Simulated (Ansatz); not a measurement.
Cost and result for the atomization energy of CH₄AlBO (8 atoms, 8 bonds).

```xyz
8

B     0.787    1.042    1.184
Al   -0.375    0.433   -0.478
C    -0.730   -1.477   -0.625
O     0.265   -1.236   -1.337
H     1.925    0.698    1.341
H     0.348    1.741    2.054
H    -1.135    1.323   -1.548
H    -1.084   -2.523   -0.590
```

The species carries charge 0 and has multiplicity 1. The bonds changed during the relaxation, so this is another structure than the one it started from. Geometry: relaxed with PBE0-D4/def2-TZVP. It is one conformer, not always the lowest. Program: Ansatz. All runs use 2 threads of an Arm Neoverse V2 on a shared host. Times are those of one run each, without the atoms' runs, and a repeat can differ threefold. Electronic energies, without spin–orbit coupling; frozen cores. CCSD(T)/CBS adds CCSD(T) − MP2 in def2-TZVPP to the MP2 limit, and its time is that of the two runs behind it. T1 = 0.017.

CCSD(T)/CBS is a level of theory with its own doubt, some kJ/mol a heavy atom from the limit and from the frozen cores, so smaller differences don't rank the functionals.

| level | functions | wall time | atomization (kJ/mol) | difference from CCSD(T)/CBS | per bond |
| --- | --- | --- | --- | --- | --- |
| revPBE-D4/def2-TZVPP | 191 | 1.6 s | 2658.7 | -11.7 | -1.5 |
| CCSD(T)/def2-SVP | 80 | 1.6 s | 2540.5 | -129.9 | -16.2 |
| BLYP-D4/def2-TZVPP | 191 | 1.8 s | 2678.0 | 7.6 | 0.9 |
| PBE0-D4/def2-TZVPP | 191 | 2.3 s | 2668.4 | -2.0 | -0.2 |
| CAM-B3LYP-D4/def2-TZVPP | 191 | 2.7 s | 2688.0 | 17.6 | 2.2 |
| r2SCANh-D4/def2-TZVPP | 191 | 3.8 s | 2669.9 | -0.5 | -0.1 |
| r2SCAN-D4/def2-TZVPP (with forces) | 191 | 4 s | 2693.7 | 23.3 | 2.9 |
| B2PLYP/def2-TZVPP | 191 | 4 s | 2648.9 | -21.5 | -2.7 |
| PBE-QIDH/def2-TZVPP | 191 | 4 s | 2649.1 | -21.3 | -2.7 |
| ωB97X-V/def2-TZVPP | 191 | 7 s | 2690.2 | 19.8 | 2.5 |
| MP2/def2-QZVPP | 361 | 13 s | 2692.3 | 21.9 | 2.7 |
| CCSD(T)/def2-TZVPP | 191 | 35 s | 2600.6 | -69.8 | -8.7 |
| CCSD(T)/CBS(def2) | – | 47 s | 2670.4 | 0.0 | 0.0 |

From BLYP to BHLYP (50 % exact exchange), in def2-TZVPP and without D4, the atomization energy moves by −77.9 kJ/mol: exact exchange takes away binding that semilocal exchange gives to molecules. In def2-TZVPP, CCSD(T) changes the Hartree–Fock value by +658.2 kJ/mol (the triples alone add +43.8 kJ/mol) and MP2 by +708.1 kJ/mol; breaking electron pairs costs correlation energy, which Hartree–Fock lacks. The D4 term adds +19.9 kJ/mol with B3LYP and +10.4 kJ/mol with PBE0; it sums over pairs of atoms, weighted by their polarisabilities, and B3LYP, whose exchange is more repulsive, gets the larger term.

B3LYP here is the variant with VWN-RPA as its local correlation; programs differ in this.
